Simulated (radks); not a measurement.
Results of a calculation; reference values are marked as such.
Species: Tc+. Configuration: [Kr] 4d4.5 5s1 5p0.5 (fractional occupations, a model configuration).

Code: a radial shooting solver on a logarithmic mesh with Libxc functionals. Model: Dirac Kohn-Sham, PBEsol, spin-unpolarised, spherical densities, point nucleus; open shells are shared between the two j in proportion to 2j + 1.

Energy parts (Ry):
total: -8567.15050
kinetic: 8898.67689
electron-nucleus: -20676.83308
Hartree: 3462.73830
exchange-correlation: -251.73261

Orbitals (lengths in bohr, moments of r in powers of bohr; <r^-3> diverges for s and p1/2; r(max) is where P^2 peaks):
| orbital | occ. | eigenvalue (Ry) | <r^-3> | r(max) |
|---|---|---|---|---|
| 1s1/2 | 2 | -1532.872 | - | 0.02229 |
| 2s1/2 | 2 | -219.3163 | - | 0.1263 |
| 2p1/2 | 2 | -202.3293 | - | 0.09816 |
| 2p3/2 | 4 | -193.6462 | 2592 | 0.1021 |
| 3s1/2 | 2 | -38.80891 | - | 0.3727 |
| 3p1/2 | 2 | -32.28241 | - | 0.3596 |
| 3p3/2 | 4 | -30.82982 | 439.6 | 0.3690 |
| 3d3/2 | 4 | -19.27525 | 64.95 | 0.3097 |
| 3d5/2 | 6 | -18.99589 | 61.77 | 0.3124 |
| 4s1/2 | 2 | -6.12917 | - | 0.9483 |
| 4p1/2 | 2 | -4.21518 | - | 1.005 |
| 4p3/2 | 4 | -3.99572 | 66.50 | 1.029 |
| 4d3/2 | 1.8 | -1.19717 | 5.481 | 1.251 |
| 4d5/2 | 2.7 | -1.17428 | 5.169 | 1.262 |
| 5s1/2 | 1 | -0.91546 | - | 2.570 |
| 5p1/2 | 0.166667 | -0.57324 | - | 3.100 |
| 5p3/2 | 0.333333 | -0.55427 | 5.766 | 3.179 |

The highest occupied level is 5p3/2 at -7.541 eV. The density falls to 0.001 e/bohr^3 at r = 4.44 bohr.
